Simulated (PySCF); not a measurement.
**Level sweep**

C₄H₇B.
SMILES: `B[C@H]1C=CC1`

PySCF, dipoles from the SCF density, polarisabilities from static response with core orbitals frozen. One conformer (not necessarily the lowest) at the PBE0-D3(BJ)/def2-SVP geometry, without solvent, vibrations or thermal averaging.

Q: Compare the levels for these properties.

A: 

```
              level  μ (D)  α (Å³)  anisotropy (Å³)
      LDA/def2-SVPD  0.733    9.45             3.51
      PBE/def2-SVPD  0.702    9.30             3.45
    B3LYP/def2-SVPD  0.610    9.04             3.20
     PBE0/def2-SVPD  0.622    8.95             3.17
BHandHLYP/def2-SVPD  0.539    8.74             3.00
CAM-B3LYP/def2-SVPD  0.584    8.88             3.05
  wB97X-D/def2-SVPD  0.571    8.88             3.02
  LC-wPBE/def2-SVPD  0.583    8.62             2.90
       HF/def2-SVPD  0.474    8.50             2.85
        PBE0/6-31G*  0.644    7.53             3.59
       PBE0/6-31+G*  0.609    8.59             3.34
      PBE0/def2-SVP  0.611    7.90             3.50
   PBE0/aug-cc-pVDZ  0.600    9.20             3.23
     PBE0/def2-TZVP  0.620    8.77             3.36
    PBE0/def2-TZVPD  0.606    9.15             3.22
```

The anisotropy is √(½[(α1 − α2)² + (α2 − α3)² + (α3 − α1)²]). The dipole runs from 0.47 D (HF/def2-SVPD) to 0.73 D (LDA/def2-SVPD). No reference polarisability is at hand; against PBE0 in the largest diffuse basis at hand (def2-TZVPD) the other PBE0 rows deviate by 6-31G* -18%, 6-31+G* -6%, def2-SVP -14%, def2-SVPD -2%, aug-cc-pVDZ 0%, def2-TZVP -4%. In one basis (def2-SVPD) the functionals order the polarisability from HF (lowest) to LDA (highest), a spread of 11%. With PBE0 the polarisability is 8.07 Å³ without diffuse functions (mean of 6-31G*, def2-SVP and def2-TZVP) and 8.97 Å³ with them (mean of 6-31+G*, def2-SVPD, aug-cc-pVDZ and def2-TZVPD).
